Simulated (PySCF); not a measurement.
Gas-phase reaction: 2 SbF5 = Sb2 + 5 F2

Computed with PySCF and rigid-rotor harmonic-oscillator thermochemistry at 1 bar. † marks an energy on the PBE0/def2-TZVP geometry and frequencies. MP2 freezes the core. All species are closed-shell singlets. Sb: scalar-relativistic def2 core potential, no spin-orbit coupling. MP2 isn't extrapolated to the basis-set limit; its ΔH°(298 K) is 2636.3 kJ in def2-SVP and 2805.3 kJ in def2-TZVPP. The harmonic model lacks anharmonicity and excited electronic states, which grow with temperature; levels with a mode under 35 cm⁻¹ are left out. Soft modes under 120 cm⁻¹ make the harmonic entropy rough for SbF5.

```
level               ΔE electronic, kJ  ΔH°(298 K), kJ  ΔS°(298 K), J/K  ΔG°(2500 K), kJ
------------------  -----------------  --------------  ---------------  ---------------
BLYP/def2-TZVP†                  2543            2529              574             1209
M06-2X/def2-TZVP†                2974            2959              574             1640
MP2/def2-SVP†                    2651            2636              574             1317
PBE/def2-TZVP†                   2602            2588              574             1268
PBE0/def2-SVP†                   2475            2460              574             1141
ωB97X-V/def2-TZVP†               2819            2805              574             1485
```
ΔH° is lowest at PBE0/def2-SVP† and highest at M06-2X/def2-TZVP†. No reference value is set beside these.
